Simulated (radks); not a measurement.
Q: Valence configurations of Ge IV (all share [Ar]). All-electron calculation, scalar-relativistic Kohn-Sham, PBEsol, spin-polarised, spherical densities, finite nucleus; open shells are filled with parallel spins first; Fermi nuclear charge, rms radius 4.0742 fm. Program: a radial shooting solver on a logarithmic mesh with Libxc functionals. Order these by energy: 3d10 4p1; 3d9 4s2; 3d9.5 4s1 4p0.5; 3d10 4s0.5 4p0.5; 3d9.5 4s0.5 4p1; 3d9 4s1.5 4p0.5; 3d9.5 4s1.5; 3d10 4s1; 3d8 4s2 4p1; 3d9 4s1 4p1.

A: From the lowest, in eV above it: 3d10 4s1 0.000; 3d10 4s0.5 4p0.5 5.244; 3d10 4p1 10.491; 3d9.5 4s1.5 12.394; 3d9.5 4s1 4p0.5 16.893; 3d9.5 4s0.5 4p1 22.323; 3d9 4s2 26.103; 3d9 4s1.5 4p0.5 31.142; 3d9 4s1 4p1 35.442; 3d8 4s2 4p1 69.251. NIST lists [Ar] 3d10 4s1 as the ground configuration; this level of theory agrees among the configurations tried. The energies are those of spherical high-spin densities, not of single terms.
